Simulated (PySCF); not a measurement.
An equivalent PySCF input for B(2+) (boron, charge +2), [He] 2s1, 2S determinant, with the spin-free X2C one-electron Hamiltonian (Gaussian nucleus):

```python
from pyscf import gto, scf, dft, mp, cc
import basis_set_exchange as bse
mol = gto.M(atom="B 0 0 0", charge=2, spin=1, symmetry="D2h",
            basis=gto.basis.parse(bse.get_basis("x2c-QZVPPall", elements=["B"], fmt="nwchem")),
            nucmod="G")
mf = dft.UKS(mol, xc="PBE0").sfx2c1e()
mf.irrep_nelec = {'Ag': (2, 1)}
mf.kernel()
```

It reaches the same state as the run whose output follows, with an energy that differs only through the grid. The run itself started from symmetry-adapted Hartree-Fock orbitals and held the occupation by maximum overlap, on a logarithmic radial grid, so the iterations belong to that start.

```
SCF conv_tol = 1e-09
number electrons alpha = 2  beta = 1
XC functionals = PBE0
    C. Adamo and V. Barone.,  J. Chem. Phys. 110, 6158 (1999)
    M. Ernzerhof and G. E. Scuseria.,  J. Chem. Phys. 110, 5029 (1999)
cycle= 1 E= -23.4061172058349  delta_E= -0.00107  |g|= 0.00511  |ddm|= 0.0599
cycle= 2 E= -23.406118892511  delta_E= -1.69e-06  |g|= 0.000313  |ddm|= 0.0033
cycle= 3 E= -23.4061189031339  delta_E= -1.06e-08  |g|= 1.87e-05  |ddm|= 0.000222
cycle= 4 E= -23.4061189032454  delta_E= -1.12e-10  |g|= 1.34e-06  |ddm|= 3.25e-05
converged SCF energy = -23.4061189032454  <S^2> = 0.75000198  2S+1 = 2.000002
```
